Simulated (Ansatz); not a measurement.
`[SiH3][CH2][GeH2][SH]` → C• + Ge• + 8 H• + S• + Si•  (atomization)

Gas-phase electronic energies from Ansatz, PBE0-D4/def2-TZVP geometries. CCSD(T)/CBS adds triple-zeta CCSD(T) − MP2 to the extrapolated MP2 energy (def2 sets, frozen cores). This one scheme is used for every species, atoms too. DFT in def2-TZVPP. B3LYP here is the variant with VWN-RPA as its local correlation; programs differ in this. Open shells (•) are unrestricted, without spin–orbit coupling. Spin–orbit coupling would lower the free atoms: a little for C, S, Si; clearly for Ge. For Ge outer-core shells are correlated without core-valence functions, so the limit isn't a true one: a few kJ/mol of doubt a bond, and 10 to 20 or more in all where bonds break to atoms. Scalar relativity is left out up to krypton. One conformer a species, not always the lowest.

```csv
level,ΔE (eV),difference from CCSD(T)/CBS
PBE-D4,38.46,-0.28
r2SCAN-D4,38.65,-0.09
PBE0-D4,38.32,-0.42
B3LYP-D4,38.44,-0.30
ωB97X-V,38.90,0.16
ωB97M-V,38.63,-0.11
B2PLYP,37.98,-0.76
PBE,38.16,-0.58
r2SCAN,38.57,-0.17
PBE0,38.05,-0.69
B3LYP,37.94,-0.80
HF/def2-TZVPP,28.83,-9.91
MP2/def2-TZVPP,37.75,-0.99
SCS-MP2/def2-TZVPP,37.97,-0.77
CCSD/def2-TZVPP,37.45,-1.29
CCSD(T)/def2-TZVPP,37.89,-0.85
HF/def2-QZVPP,28.85,-9.89
MP2/def2-QZVPP,38.24,-0.50
SCS-MP2/def2-QZVPP,38.55,-0.19
HF/CBS(def2),28.85,-9.89
MP2/CBS(def2),38.60,-0.14
CCSD/CBS(def2),38.30,-0.44
CCSD(T)/CBS,38.74,0
```

Largest T1 diagnostic among the species: 0.012.

The D4 term adds +0.50 eV with B3LYP and +0.26 eV with PBE0; it sums over pairs of atoms, weighted by their polarisabilities, and B3LYP, whose exchange is more repulsive, gets the larger term. In def2-TZVPP, CCSD(T) changes the Hartree–Fock value by +9.05 eV (the triples alone add +0.44 eV) and MP2 by +8.92 eV; breaking electron pairs costs correlation energy, which Hartree–Fock lacks. From PBE to PBE0 (25 % exact exchange), in def2-TZVPP and without D4, ΔE moves by −0.10 eV: exact exchange takes away binding that semilocal exchange gives to molecules.

For atomizations the MP2-based limit and the directly extrapolated one differ by several kJ/mol either way, and by 10 to 25 for some Ge, Se and Sn compounds, so smaller differences from it don't rank the levels.
